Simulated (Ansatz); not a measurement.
Ideal-gas functions of `[OH][Al]([F])[Cl]` at 298.15 K and 1 bar, from an Ansatz frequency run at PBE0-D4/def2-TZVP.

Molar mass 98.44 g/mol, point group Cs (symmetry number 1), electronic degeneracy 1, moments of inertia 75.831, 158.777, 234.608 u Å². Harmonic wavenumbers (cm⁻¹, unscaled): 182, 228, 263, 354, 498, 635, 826, 965, 3965.

Use S(trans) = R[1.5 ln M + 2.5 ln T − 1.1517]; rotational temperatures θ = 24.2544 K / I; S(rot) = R[ln(√π/σ · √(T³/θAθBθC)) + 1.5]; for each mode x = 1.438777 ν̃/T, S = R[x/(eˣ − 1) − ln(1 − e⁻ˣ)] and H = RT x/(eˣ − 1); 1 cm⁻¹ = 0.0119627 kJ/mol; R = 8.31446 J/(mol·K).

Task: By hand: the entropy, in J/(mol·K).

Result: Translation 166.1. Rotation: θ = 0.3198, 0.1528, 0.1034 K, giving 110.3. Vibration, mode by mode: 9.66, 7.93, 6.87, 4.80, 2.77, 1.65, 0.78, 0.45, 0.00, in all 34.9. Electronic 0.0. Sum 311.3 J/(mol·K).

Task: By hand: H − E and G − E in kJ/mol, counted from the electronic energy.

Result: Zero-point energy ½ × 7916 × 0.0119627 = 47.3; thermal vibration 6.3; translation, rotation and pV give 4 RT = 9.9. H − E = 63.5 kJ/mol, and G − E = 63.5 − 298.15 × 311.3/1000 = -29.3 kJ/mol.

Vibration gives 11 % of the entropy. The sum counts one conformer and one mirror image; others add a mixing term.
